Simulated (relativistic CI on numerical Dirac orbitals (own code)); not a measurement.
**Line list: Electric-dipole lines, In⁴⁶⁺**

Calculated at this level of theory: Dirac-Coulomb-Breit CI, separate exchange-only KLI orbitals for each configuration, model QED, unscaled Slater integrals (own radial code, finite nucleus).

CI space (outside the closed core 1s2): 2s, 2p, 3s, 3p, 3d, 4s, 4p, 4d, 4f, 5s, 5p, 5d, 5f, 5g. Levels of other configurations are missing.

```tsv
λ vac (Å)	Lower	Upper	A (s⁻¹)	log gf	S velocity/length
1.8686	2p 2P°_1/2 [2]	5d 2D_3/2 [19]	4.31e+13	-1.04	0.99
1.9387	2p 2P°_3/2 [3]	5d 2D_5/2 [20]	4.70e+13	-0.80	1.00
2.0485	2s 2S_1/2 [1]	4p 2P°_3/2 [11]	4.68e+13	-0.93	1.00
2.0833	2p 2P°_1/2 [2]	4d 2D_3/2 [12]	9.26e+13	-0.62	1.00
2.1690	2p 2P°_3/2 [3]	4d 2D_5/2 [13]	1.02e+14	-0.36	1.00
2.7130	2s 2S_1/2 [1]	3p 2P°_3/2 [6]	1.04e+14	-0.34	1.00
2.7568	2s 2S_1/2 [1]	3p 2P°_1/2 [5]	1.19e+14	-0.57	1.00
2.7710	2p 2P°_1/2 [2]	3d 2D_3/2 [7]	2.79e+14	0.11	1.00
2.9158	2p 2P°_3/2 [3]	3d 2D_5/2 [8]	3.16e+14	0.38	1.00
2.9312	2p 2P°_3/2 [3]	3d 2D_3/2 [7]	5.26e+13	-0.57	1.00
5.4620	3s 2S_1/2 [4]	5p 2P°_3/2 [18]	7.54e+12	-0.87	0.99
5.5278	3p 2P°_1/2 [5]	5d 2D_3/2 [19]	1.44e+13	-0.58	0.99
5.7000	3p 2P°_3/2 [6]	5d 2D_5/2 [20]	1.68e+13	-0.31	1.00
5.7250	3d 2D_3/2 [7]	5f 2F°_5/2 [21]	2.12e+13	-0.20	1.00
5.7781	3d 2D_5/2 [8]	5f 2F°_7/2 [23]	2.22e+13	-0.05	1.00
7.8265	3s 2S_1/2 [4]	4p 2P°_3/2 [11]	1.34e+13	-0.31	1.00
7.9523	3p 2P°_1/2 [5]	4d 2D_3/2 [12]	2.84e+13	0.03	1.00
7.9803	3s 2S_1/2 [4]	4p 2P°_1/2 [10]	1.57e+13	-0.52	1.00
8.2881	3p 2P°_3/2 [6]	4d 2D_5/2 [13]	3.42e+13	0.32	1.00
8.3404	3d 2D_3/2 [7]	4f 2F°_5/2 [14]	6.37e+13	0.60	1.00
8.3407	3p 2P°_3/2 [6]	4d 2D_3/2 [12]	5.82e+12	-0.62	1.00
8.4406	3d 2D_5/2 [8]	4f 2F°_7/2 [15]	6.72e+13	0.76	1.00
8.4675	3d 2D_5/2 [8]	4f 2F°_5/2 [14]	4.46e+12	-0.54	1.00
8.6098	3p 2P°_3/2 [6]	4s 2S_1/2 [9]	8.65e+12	-0.72	1.00
17.025	4s 2S_1/2 [9]	5p 2P°_3/2 [18]	3.12e+12	-0.27	1.00
17.259	4p 2P°_1/2 [10]	5d 2D_3/2 [19]	5.75e+12	0.01	1.00
17.398	4s 2S_1/2 [9]	5p 2P°_1/2 [17]	3.70e+12	-0.47	1.00
17.900	4p 2P°_3/2 [11]	5d 2D_5/2 [20]	7.13e+12	0.31	1.00
18.001	4d 2D_3/2 [12]	5f 2F°_5/2 [21]	1.18e+13	0.54	1.00
18.026	4p 2P°_3/2 [11]	5d 2D_3/2 [19]	1.23e+12	-0.62	1.00
18.187	4d 2D_5/2 [13]	5f 2F°_7/2 [23]	1.26e+13	0.70	1.00
18.192	4f 2F°_5/2 [14]	5g 2G_7/2 [22]	2.02e+13	0.90	1.00
18.251	4d 2D_5/2 [13]	5f 2F°_5/2 [21]	8.45e+11	-0.60	1.00
18.279	4f 2F°_7/2 [15]	5g 2G_9/2 [24]	2.08e+13	1.02	1.00
18.318	4f 2F°_7/2 [15]	5g 2G_7/2 [22]	7.38e+11	-0.53	1.00
18.441	4d 2D_5/2 [13]	5p 2P°_3/2 [18]	9.59e+11	-0.71	1.00
18.667	4p 2P°_3/2 [11]	5s 2S_1/2 [16]	2.96e+12	-0.51	1.00
35.449	2s 2S_1/2 [1]	2p 2P°_3/2 [3]	1.75e+11	-0.88	1.05
121.94	3s 2S_1/2 [4]	3p 2P°_3/2 [6]	2.61e+10	-0.63	1.00
150.85	3p 2P°_1/2 [5]	3d 2D_3/2 [7]	8.86e+09	-0.92	0.98
292.05	4s 2S_1/2 [9]	4p 2P°_3/2 [11]	6.39e+09	-0.49	1.00
358.91	4p 2P°_1/2 [10]	4d 2D_3/2 [12]	2.81e+09	-0.66	0.99
574.19	5s 2S_1/2 [16]	5p 2P°_3/2 [18]	2.11e+09	-0.38	1.01
703.33	5p 2P°_1/2 [17]	5d 2D_3/2 [19]	1.02e+09	-0.52	1.02
1804.2	5p 2P°_3/2 [18]	5d 2D_5/2 [20]	7.31e+07	-0.67	0.97
```

Terms are leading LS components. Brackets give the number of a level in order of energy, since labels repeat. The list gives strong lines, with weight on those to low levels. Levels whose partners in the same complex of configurations lie outside the list can be far off, and so can their lines. Rates are taken at the computed energies, electric ones in the length gauge. A velocity-to-length ratio far from 1 marks an uncertain rate.

At this charge energies of transitions that change n are usually good to better than 1 %, and those within a shell (Δn = 0) to a few per cent.
